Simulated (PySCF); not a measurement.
CH3GaI2, SMILES [Ga]([I])([I])[CH3].

The structure is a stationary point at PBE0-D3(BJ)/def2-SVP. The def2 effective core potentials stand for the cores of I; spin–orbit coupling is left out.

Computed with TDA-CAM-B3LYP/def2-SVPD in PySCF 2.14.0.

Vertical excitations. The molecule is in vacuum.

```
state  energy (eV)  λ (nm)      f                                            main pairs
-----  -----------  ------  -----  ----------------------------------------------------
S1            4.85     256  0.000                                        HOMO→LUMO 93 %
S2            5.01     248  0.016                    HOMO→LUMO+1 77 %, HOMO−1→LUMO 12 %
S3            5.02     247  0.000                                      HOMO−2→LUMO 90 %
S4            5.16     240  0.001                  HOMO−1→LUMO+1 79 %, HOMO−1→LUMO 14 %
S5            5.33     233  0.049                                    HOMO−2→LUMO+1 82 %
S6            5.40     229  0.101                  HOMO−1→LUMO 63 %, HOMO−1→LUMO+1 13 %
S7            5.64     220  0.028                  HOMO−3→LUMO+1 76 %, HOMO−3→LUMO 15 %
S8            5.89     211  0.022                  HOMO−3→LUMO 72 %, HOMO−3→LUMO+1 14 %
S9            6.26     198  0.001                                      HOMO−4→LUMO 88 %
S10           6.34     196  0.001                                      HOMO−5→LUMO 87 %
T1            4.57     271      0                      HOMO→LUMO+1 70 %, HOMO→LUMO 18 %
T2            4.73     262      0  HOMO→LUMO 64 %, HOMO→LUMO+1 17 %, HOMO−1→LUMO+1 12 %
T3            4.78     259      0                  HOMO−2→LUMO+1 62 %, HOMO−2→LUMO 28 %
T4            4.82     257      0                                      HOMO−1→LUMO 82 %
```
Triplets are in the Tamm–Dancoff approximation.
